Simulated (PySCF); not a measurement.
## `O=COc1ccccc1`, C$_{7}$H$_{6}$O$_{2}$

Molfile (atoms numbered from 1):
```
C7H6O2
     RDKit          3D

 15 15  0  0  0  0  0  0  0  0999 V2000
    2.1070   -0.5729    1.1430 O   0  0  0  0  0  0  0  0  0  0  0  0
    2.3124   -0.4709   -0.0259 C   0  0  0  0  0  0  0  0  0  0  0  0
    1.3795   -0.3013   -0.9811 O   0  0  0  0  0  0  0  0  0  0  0  0
    0.0496   -0.2353   -0.5925 C   0  0  0  0  0  0  0  0  0  0  0  0
   -0.6858   -1.4083   -0.4629 C   0  0  0  0  0  0  0  0  0  0  0  0
   -2.0344   -1.3278   -0.1241 C   0  0  0  0  0  0  0  0  0  0  0  0
   -2.6344   -0.0862    0.0811 C   0  0  0  0  0  0  0  0  0  0  0  0
   -1.8824    1.0799   -0.0525 C   0  0  0  0  0  0  0  0  0  0  0  0
   -0.5326    1.0107   -0.3896 C   0  0  0  0  0  0  0  0  0  0  0  0
    3.3080   -0.4999   -0.5146 H   0  0  0  0  0  0  0  0  0  0  0  0
   -0.1979   -2.3702   -0.6307 H   0  0  0  0  0  0  0  0  0  0  0  0
   -2.6200   -2.2443   -0.0205 H   0  0  0  0  0  0  0  0  0  0  0  0
   -3.6925   -0.0273    0.3457 H   0  0  0  0  0  0  0  0  0  0  0  0
   -2.3489    2.0549    0.1068 H   0  0  0  0  0  0  0  0  0  0  0  0
    0.0740    1.9112   -0.5021 H   0  0  0  0  0  0  0  0  0  0  0  0
  1  2  2  0
  2  3  1  0
  3  4  1  0
  4  5  2  0
  5  6  1  0
  6  7  2  0
  7  8  1  0
  8  9  2  0
  9  4  1  0
  2 10  1  0
  5 11  1  0
  6 12  1  0
  7 13  1  0
  8 14  1  0
  9 15  1  0
M  END
```

Method used: TDDFT CAM-B3LYP/aug-cc-pVDZ excited states, vertical, gas phase in PySCF 2.14.0. Geometry: PBE0-D3(BJ)/def2-SVP.

**Question.** How strongly do the lowest singlets absorb one photon, and two photons of half the energy?

**Answer.** δ for parallel linear polarisation; σ at the peak of a Lorentzian of half width 0.1 eV, single beam; Ω is circular over linear.
| state | E (eV) | f | photon λ (nm) | δ (au) | σ (GM) | Ω | main |
| --- | --- | --- | --- | --- | --- | --- | --- |
| S1 | 5.44 | 0.002 | 456 | 1.33 | 0.01 | 1.50 | HOMO→LUMO+1 0.58, HOMO−1→LUMO+4 0.18 |
| S2 | 5.82 | 0.002 | 426 | 0.46 | 0.01 | 1.50 | HOMO−2→LUMO+5 0.62, HOMO−2→LUMO+7 0.15 |
| S3 | 6.12 | 0.008 | 405 | 3.22 | 0.04 | 0.31 | HOMO−1→LUMO+1 0.41, HOMO→LUMO+2 0.27 |
| S4 | 6.58 | 0.008 | 377 | 44.3 | 0.70 | 1.43 | HOMO→LUMO 0.83, HOMO→LUMO+2 0.09 |
| S5 | 6.70 | 0.016 | 370 | 4.47 | 0.07 | 1.01 | HOMO→LUMO+5 0.56, HOMO→LUMO+3 0.20 |
| S6 | 6.76 | 0.011 | 367 | 91.2 | 1.53 | 1.50 | HOMO−1→LUMO 0.85 |

Among these, the strongest one-photon state is S5, the strongest two-photon state S6, with a dipole change of 4.0 D (relaxed, norm of the difference vector).
